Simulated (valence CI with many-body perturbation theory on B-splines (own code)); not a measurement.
## Level structure of Tb XXXIV

Level of theory: valence CI with perturbative core correlation (CI+MBPT): four valence electrons over a frozen Dirac-Fock core [Ar] 3d10, radial functions for each j: 9 s, 9 p, 8 d, 6 f, 3 g, 1 h, with the one-electron correlation potential Σ1 (screened to all orders), the two-electron term Σ2, the three-electron term Σ3, Breit, model QED; selected single and double excitations, second order for the rest, scaled by the run's own slope (own B-spline code, finite nucleus).

The last digits are not significant, and no measured levels were compared; by estimate large intervals hold to a few tenths of a per cent, small ones and those within an open d or f shell to about a per cent.

Levels 1 to 32 of 32, with energies above the lowest level, (4s^2 4p1/2^2) J=0. "Leading %" is the weight of the configuration and term that name the level; weights of strongly mixed levels are sums over their largest components and can fall short, so below about 35 % the name and the second component can differ from the true leading terms, or belong to a minority configuration. In the jj column 3d3/2^4 stands for four electrons in 3d with j = 3/2. Lifetimes count E1, E2, E3, M1 and M2 decay at the calculated energies, and are blank where another channel may lead or the interval is too uncertain; long ones can be off by a factor of two.

```tsv
No.	Configuration	Term	J	E (cm⁻¹)	Leading %	Lifetime	Leading jj	Second component
1	4s²4p²	³P	0	0	72		4s^2 4p1/2^2 (99 %)	27 % 4s²4p² ¹S
2	4s²4p²	³P	1	353210	99	1.75 μs	4s^2 4p1/2 4p3/2 (99 %)	
3	4s²4p²	¹D	2	381370	61	109 μs	4s^2 4p1/2 4p3/2 (99 %)	38 % 4s²4p² ³P
4	4s²4p²	³P	2	755800	61	944 ns	4s^2 4p3/2^2 (98 %)	38 % 4s²4p² ¹D
5	4s²4p²	¹S	0	818140	71	659 ns	4s^2 4p3/2^2 (98 %)	27 % 4s²4p² ³P
6	4s4p³	³P°	2	949610	41	82.1 ps	4s 4p1/2^2 4p3/2 (94 %)	40 % 4s4p³ ⁵S°
7	4s4p³	³D°	1	1046700	42	7.26 ps	4s 4p1/2^2 4p3/2 (90 %)	21 % 4s4p³ ³P°
8	4s4p³	³D°	2	1273300	46	76.4 ps	4s 4p1/2 4p3/2^2 (90 %)	42 % 4s4p³ ⁵S°
9	4s²4p4d	³F°	2	1327800	59	733 ps	4s^2 4p1/2 4d3/2 (85 %)	23 % 4s²4p4d ¹D°
10	4s4p³	³D°	3	1329100	89	72.9 ps	4s 4p1/2 4p3/2^2 (89 %)	7 % 4s²4p4d ³D°
11	4s4p³	³P°	0	1389300	96	10.3 ps	4s 4p1/2 4p3/2^2 (96 %)	
12	4s4p³	³S°	1	1408600	28	2.86 ps	4s 4p1/2 4p3/2^2 (67 %)	26 % 4s4p³ ³P°
13	4s4p³	³P°	1	1448900	38	2.72 ps	4s 4p1/2 4p3/2^2 (73 %)	31 % 4s4p³ ¹P°
14	4s4p³	¹D°	2	1451200	43	4.69 ps	4s 4p1/2 4p3/2^2 (66 %)	24 % 4s²4p4d ³F°
15	4s²4p4d	³F°	3	1494700	65	6.07 ps	4s^2 4p1/2 4d5/2 (86 %)	15 % 4s²4p4d ¹F°
16	4s²4p4d	³D°	1	1494900	24	1.54 ps	4s^2 4p1/2 4d3/2 (54 %)	22 % 4s4p³ ³D°
17	4s²4p4d	³P°	2	1512400	40	2.48 ps	4s^2 4p1/2 4d5/2 (79 %)	26 % 4s²4p4d ³D°
18	4s4p³	³P°	2	1724000	37	21.8 ps	4s 4p3/2^3 (70 %)	16 % 4s4p³ ¹D°
19	4s²4p4d	³P°	1	1785400	36	1.89 ps	4s^2 4p3/2 4d3/2 (69 %)	28 % 4s²4p4d ³D°
20	4s²4p4d	³D°	2	1796600	45	1.50 ps	4s^2 4p3/2 4d3/2 (85 %)	33 % 4s²4p4d ¹D°
21	4s²4p4d	³P°	0	1810300	95	1.77 ps	4s^2 4p3/2 4d3/2 (95 %)	
22	4s²4p4d	³F°	4	1811400	99	2.04 μs	4s^2 4p3/2 4d5/2 (99 %)	
23	4s²4p4d	³D°	3	1815200	39	1.64 ps	4s^2 4p3/2 4d3/2 (81 %)	32 % 4s²4p4d ³F°
24	4s²4p4d	³P°	1	1883200	34	2.15 ps	4s 4p3/2^3 (54 %)	18 % 4s4p³ ¹P°
25	4s²4p4d	³P°	2	1908100	36	2.19 ps	4s^2 4p3/2 4d5/2 (66 %)	20 % 4s²4p4d ¹D°
26	4s4p²4d	⁵F	1	1940600	52	35.0 ps	4s 4p1/2^2 4d3/2 (93 %)	28 % 4s4p²4d ³D
27	4s²4p4d	¹F°	3	1941000	55	1.84 ps	4s^2 4p3/2 4d5/2 (85 %)	42 % 4s²4p4d ³D°
28	4s4p²4d	⁵F	2	1951500	23	47.0 ps	4s 4p1/2^2 4d3/2 (78 %)	20 % 4s4p²4d ³P
29	4s²4p4d	¹P°	1	1981800	59	1.94 ps	4s^2 4p3/2 4d5/2 (71 %)	14 % 4s²4p4d ³D°
30	4p⁴	³P	2	2022900	40	6.53 ps	4p1/2^2 4p3/2^2 (58 %)	18 % 4p⁴ ¹D
31	4s4p²4d	⁵D	3	2056200	28	8.38 ps	4s 4p1/2^2 4d5/2 (88 %)	22 % 4s4p²4d ³D
32	4p⁴	¹S	0	2098700	51	4.55 ps	4p1/2^2 4p3/2^2 (86 %)	36 % 4p⁴ ³P
```

The ionisation energy to 4s²4p ²P°1/2 of the next ion comes out as 1395.1 eV (NIST: 1393 ± 5 eV (theoretical)). All 32 levels together are meant to be complete up to 2138500 cm⁻¹.
